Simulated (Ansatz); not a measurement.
`C[Se][Al]([F])[Cl]` + H₂S → `[F][Al]([SH])[Cl]` + `C[SeH]` at 298.15 K and 1 bar (ligand exchange at the Al–Se bond).

Calculated with Ansatz (gas phase, PBE0-D4/def2-TZVP geometries, no zero-point term in ΔE). CBS: MP2 limit from def2 TZ/QZ plus the TZ coupled-cluster correction, frozen cores. This one scheme is used for every species. For Se outer-core shells are correlated without core-valence functions, which leaves a few kJ/mol of doubt a bond. Scalar relativity is left out up to krypton. One conformer a species, not always the lowest.

```csv
species,CCSD(T)/CBS energy (Eh),H − E (kJ/mol),S (J/(mol·K))
`C[Se][Al]([F])[Cl]`,-3242.34628,135.2,387.9
H₂S,-398.97279,49.9,205.7
`[F][Al]([SH])[Cl]`,-1200.16071,54.0,326.7
`C[SeH]`,-2441.15625,129.5,267.5
```

H − E and S are ideal-gas, rigid-rotor, harmonic terms from PBE0-D4/def2-TZVP, for one conformer and one mirror image of each species. 1 Eh = 2625.50 kJ/mol, R = 8.31446 J/(mol·K).

Task: By hand: ΔE, ΔH, ΔS and ΔG.

Result: ΔE = (-1200.16071) + (-2441.15625) − (-3242.34628) − (-398.97279) = 0.00211 Eh = 5.5 kJ/mol. Δ(H − E) = 54.0 + 129.5 − 135.2 − 49.9 = -1.6, so ΔH = 3.9 kJ/mol. ΔS = 326.7 + 267.5 − 387.9 − 205.7 = 0.6 J/(mol·K). ΔG = 3.9 − 298.15 × (0.6)/1000 = 3.7 kJ/mol.

Task: By hand: the equilibrium constant, and the temperature at which ΔG would vanish if ΔH and ΔS stayed fixed.

Result: log₁₀ K = −ΔG/(RT ln 10) = -0.6. ΔG = 0 at ΔH/ΔS = 6500 K, far beyond where these terms or the molecules hold.

The number of gas molecules stays the same, so ΔS is small and ΔH decides. The sign of ΔG lies within the doubt. A doubt of 5 kJ/mol in ΔE shifts log₁₀ K by 0.9 here. Other conformers and mirror images would add mixing entropy, several J/(mol·K) or more a flexible species. Modes under 60 cm⁻¹, often nearly free rotors, make the harmonic entropy too high. These are equilibria of isolated gas molecules and say nothing of rates. Largest T1 diagnostic: 0.011 (customary marks: 0.02 for closed shells, 0.045 for open ones).
